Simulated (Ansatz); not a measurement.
Consider the ligand exchange at the Si–N bond: `N[SiH2][TeH]` + H₂S → `S[SiH2][TeH]` + NH₃.

Isolated molecules relaxed with PBE0-D4/def2-TZVP in Ansatz; ΔE leaves out vibrations. CCSD(T)/CBS is the MP2 limit (def2-TZVPP, def2-QZVPP) plus CCSD(T) − MP2 in def2-TZVPP, frozen cores. This one scheme is used for every species. DFT in def2-TZVPP. B3LYP here is the variant with VWN-RPA as its local correlation; programs differ in this. HSE06 is defined as in plane-wave codes. def2 core potentials past Kr. For Te outer-core shells are correlated without core-valence functions, which leaves a few kJ/mol of doubt a bond. Each species was taken in one conformer, which may not be the lowest.

```
             level  ΔE (kcal/mol)  difference from CCSD(T)/CBS
       LDA (SPW92)           -1.4                          0.6
            PBE-D4           -3.3                         -1.3
         revPBE-D4           -3.5                         -1.5
         r2SCAN-D4           -2.0                          0.0
            B97M-V           -2.3                         -0.3
           PBE0-D4           -3.0                         -1.0
          B3LYP-D4           -1.3                          0.7
        r2SCANh-D4           -2.0                          0.0
        r2SCAN0-D4           -1.9                          0.1
          HSE06-D4           -3.0                         -1.0
          BHLYP-D4           -1.0                          1.0
      CAM-B3LYP-D4            0.0                          2.0
           ωB97X-V           -1.3                          0.7
           ωB97M-V           -1.2                          0.8
            B2PLYP           -0.9                          1.1
          PBE-QIDH           -2.2                         -0.2
               PBE           -2.8                         -0.8
            revPBE           -3.2                         -1.2
              BLYP           -0.7                          1.3
            r2SCAN           -1.9                          0.1
              PBE0           -2.5                         -0.5
             HSE06           -2.6                         -0.6
             BHLYP            0.1                          2.1
           LC-ωPBE           -1.3                          0.7
RPA@PBE/def2-TZVPP           -0.8                          1.2
       HF/def2-SVP            0.9                          2.9
      MP2/def2-SVP           -0.6                          1.4
     CCSD/def2-SVP           -0.1                          1.9
  CCSD(T)/def2-SVP           -0.4                          1.6
     HF/def2-TZVPP            0.9                          2.9
    MP2/def2-TZVPP           -1.9                          0.1
SCS-MP2/def2-TZVPP           -1.0                          1.0
   CCSD/def2-TZVPP           -0.7                          1.3
CCSD(T)/def2-TZVPP           -1.2                          0.8
     HF/def2-QZVPP            1.1                          3.1
    MP2/def2-QZVPP           -2.2                         -0.2
SCS-MP2/def2-QZVPP           -1.4                          0.6
      HF/CBS(def2)            1.1                          3.1
     MP2/CBS(def2)           -2.6                         -0.6
    CCSD/CBS(def2)           -1.5                          0.5
       CCSD(T)/CBS           -2.0                            0
```

Task: What do rigid-rotor, harmonic-oscillator terms from PBE0-D4/def2-TZVP frequencies (298.15 K, 1 bar) make of the CCSD(T)/CBS value? (An estimate is asked.)

Result: Ansatz gave: ΔZPE = +1.7 kcal/mol, ΔH = -0.2 kcal/mol, ΔS = -2 J/(mol·K), ΔG = 0.0 kcal/mol.

Largest T1 diagnostic among the species: 0.011.

At CCSD(T), def2-SVP lies +1.6 kcal/mol from the extrapolated value and def2-TZVPP +0.8 kcal/mol. In def2-TZVPP, CCSD(T) changes the Hartree–Fock value by −2.0 kcal/mol (the triples alone add −0.5 kcal/mol) and MP2 by −2.7 kcal/mol.
